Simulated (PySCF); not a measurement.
**Excitation energy of W⁺ by level of theory**

W⁺ [Xe] 4f14 5d4 6s1 (6D) → W⁺ [Xe] 4f14 5d4 6p1 (high-spin determinant), as a difference of total energies. Calculation: PySCF 2.14, in aug-cc-pVDZ-PP with ECP60MDF (5s5p4d2f, 54 functions); scalar relativity through the core potential. Correlated levels: valence: 5s2 5p6 frozen. The calculations carry no spin-orbit coupling.

```tsv
method	excitation energy (cm⁻¹)
UHF	42028
LDA	44400
PBE	43389
PBE0	43328
r2SCAN	44920
M06-2X	44194
PBEsol	43946
wB97X-V	42561
TPSS	43140
MP2 (valence)	43106
SCS-MP2 (valence)	42387
```

The determinant of the upper state mixes LS terms, which raises its energy above the lowest term, most at the Hartree-Fock and MP2 levels.
